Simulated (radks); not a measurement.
The numbers below are computed, except where a source is named.
Task: Excited configurations of H: one electron is placed in a higher orbital outside the bare nucleus. The ground configuration is 1s1. Code: a radial shooting solver on a logarithmic mesh with Libxc functionals. Model: Dirac Kohn-Sham, BLYP, spin-unpolarised, spherical densities, point nucleus; open shells fill j = l - 1/2 first. Excitation = E - E(ground); binding = E(ion) - E, where the ion is the core of charge +1; n* = 1/sqrt(2 binding) in atomic units, and the quantum defect is n - n*.

| outer orbital | excitation (eV) | binding (eV) | n* | quantum defect | eigenvalue (eV) | <r> (bohr) |
|---|---|---|---|---|---|---|
| 3p1/2 | 10.964 | 1.624 | 2.894 | 0.106 | -0.855 | 11.73 |
| 3d3/2 | 11.118 | 1.470 | 3.042 | -0.042 | -0.594 | 10.57 |

Estimate the row for 2s1/2.

Result: excitation (eV) 9.141; binding (eV) 3.447; n* 1.987; quantum defect 0.013; eigenvalue (eV) -1.866; <r> (bohr) 5.845. The Delta-SCF ionisation energy is 12.588 eV (NIST Atomic Spectra Database: 13.598 eV, theoretical). Self-interaction in the functional shifts the binding energies and quantum defects, so they are the method's values and not measured ones. Spin polarisation and multiplet splitting are left out, so open shells lie too high by an amount that depends on their filling.

Beside tabulated values, note that spin-unpolarised runs miss the spin-polarisation part of the exchange energy of open shells.
